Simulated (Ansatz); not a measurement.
# FHPTe−: structure from calculated spectroscopic constants

These gas-phase data were calculated for one isomer of FHPTe− at B3LYP-D3(BJ)/def2-SVPD (harmonic, unscaled wavenumbers; equilibrium rotational constants with average atomic masses):

| Quantity | Value |
| --- | --- |
| rotational constants | 16.62, 1.862, 1.705 GHz |
| all wavenumbers above 1500 cm⁻¹ | 1730 |

Candidates:

(1) `F[P-][TeH]`, a singlet
(2) `F[Te][PH-]`, a singlet
(3) `FP[Te-]`, a singlet

Problem. Assign the data to one candidate and say why.

Solution. Candidate (1). No mode falls between 2250 and 2520 cm⁻¹, where the P–H stretch of (2), (3) would stand.

The same quantities for all candidates:

```
     rotational constants (GHz)  wavenumbers above 1500 cm⁻¹  E above the lowest, B3LYP-D3(BJ)/def2-SVPD (kcal/mol)
(1)         16.62, 1.862, 1.705                         1730                                                   28.8
(2)         9.033, 2.703, 2.115                         2257                                                   22.1
(3)          18.15, 1.802, 1.66                         2274                                                    0.0
```

Each candidate is one conformer. Atoms past krypton carry core potentials. Programs: Ansatz 0.2.0.
